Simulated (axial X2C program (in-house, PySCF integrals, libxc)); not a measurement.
**Potential curves of SbSe, two-component**

All values were computed with an in-house relativistic program for diatomic molecules. Two-component (2c) means X2C with spin–orbit coupling and atomic mean-field two-electron Coulomb and Gaunt terms. Basis: Sb dyall-cv3z [11s12p8d4f1g], Se dyall-cv3z [8s9p6d4f1g] (cores contracted in-house); Gaussian nuclei, density fitting, unrestricted open shells. Masses: Sb 120.904 u, Se 79.917 u.

State: Ω = 1/2 (⟨Sz⟩ = -0.49, ⟨Lz⟩ = 0.99 at M06). Energies in cm⁻¹ from the fragments at the same level (Sb + Se). Fits are polynomials in 1 − R0/R over 0.85 to 1.23 times the lowest point R0.

```json
{"R (Å)": "2.0341", "M06": "-15875"}
{"R (Å)": "2.1276", "M06": "-22890"}
{"R (Å)": "2.1977", "M06": "-25951"}
{"R (Å)": "2.2679", "M06": "-27608"}
{"R (Å)": "2.3380", "M06": "-28189"}
{"R (Å)": "2.4198", "M06": "-27862"}
{"R (Å)": "2.5017", "M06": "-26755"}
{"R (Å)": "2.6069", "M06": "-24590"}
{"R (Å)": "2.7355", "M06": "-21338"}
{"R (Å)": "2.9225", "M06": "-16367"}
```

The state is a single determinant with fixed occupations, the lowest that a limited PBE0 search found. De is counted from the lowest determinant-based energies of the atoms at the same level, without counterpoise correction. Density functionals use the spin component along the axis (collinear). Without a current term, density functionals place determinants with orbital angular momentum somewhat too high. The determinant is spin-polarised beyond a pure state at some levels (its spin-free form has ⟨S²⟩ too high), which makes Re and μ there less reliable.

Question: Fit the M06 curve near its minimum: give the equilibrium distance, the harmonic wavenumber and the well depth.

Answer: At M06, 2c: Re = 2.350 Å, ωe ≈ 330 cm⁻¹, De = 3.50 eV to Sb + Se; Be follows as 0.0634 cm⁻¹.
